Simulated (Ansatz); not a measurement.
System: CF₃NOSi, charge 0, multiplicity 1. 
Structure (B3LYP-D3(BJ)/def2-TZVP (Ansatz, a program for electronic structure) minimum search):
```xyz
7

O      3.2467    -0.1067    -0.2157
C      2.0996    -0.0895    -0.0398
N      0.9217    -0.0790     0.1757
Si    -0.7376     0.0254     0.0432
F     -1.4002    -0.2320     1.4439
F     -1.1694     1.4519    -0.4580
F     -1.2856    -1.0436    -0.9715
```
Charge 0, spin multiplicity 1.

Property: vertical triplet-singlet gap (E(triplet) - E(singlet); each state is the SCF solution reached for its spin), in kcal/mol. Cores are frozen in the correlated levels unless marked. Open shells are spin-unrestricted. Spin-orbit coupling is left out. Non-relativistic. Basis-set limits of correlation are two-point, X^-3; Hartree-Fock from the larger set. [CCSD(T)-MP2]/basis is that difference in the basis named.

```tsv
level	program	vertical triplet-singlet gap (kcal/mol)	minus last row
HF/aug-cc-pV(D+d)Z	Ansatz	152.2	-17.9
HF/aug-cc-pV(T+d)Z	Ansatz	152.1	-18.0
B3LYP/def2-TZVPD	Ansatz	157.4	-12.7
PBE0/def2-TZVPD	Ansatz	157.4	-12.7
wB97X-V/def2-TZVPD	Ansatz	163.3	-6.8
SCS-MP2/aug-cc-pV(D+d)Z	Ansatz	180.8	10.7
RI-MP2/CBS(aug-cc-pV(T+d)Z,aug-cc-pV(Q+d)Z)+[CCSD(T)-MP2]/aug-cc-pV(T+d)Z	Ansatz	170.1	0.0
```
